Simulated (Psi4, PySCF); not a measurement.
The PySCF input:
```python
from pyscf import gto, scf

mol = gto.Mole()
mol.atom = '''
    Ga   -0.00000000   -0.00000000   -0.77079887
    Cl    0.00000000    0.00000000    1.40557440
'''
mol.basis = '6-31g*'
mol.charge = 1
mol.spin = 1
mol.verbose = 4
mol.build()

mf = scf.UHF(mol)
mf.kernel()
```

### Question
Give the equivalent Psi4 input.

### Answer
This is not unique; one that fits is 
```
memory 2 GB

molecule {
1 2
Ga   -0.00000000   -0.00000000   -0.77079887
Cl    0.00000000    0.00000000    1.40557440
}

set {
  basis 6-31g*
  reference uhf
  scf_type pk
  puream true
  d_convergence 1e-8
}

energy('scf')
print_variables()
```

Both were run: PySCF gave -2382.193037 Eh and Psi4 -2382.193037 Eh, 0.000 mEh apart.
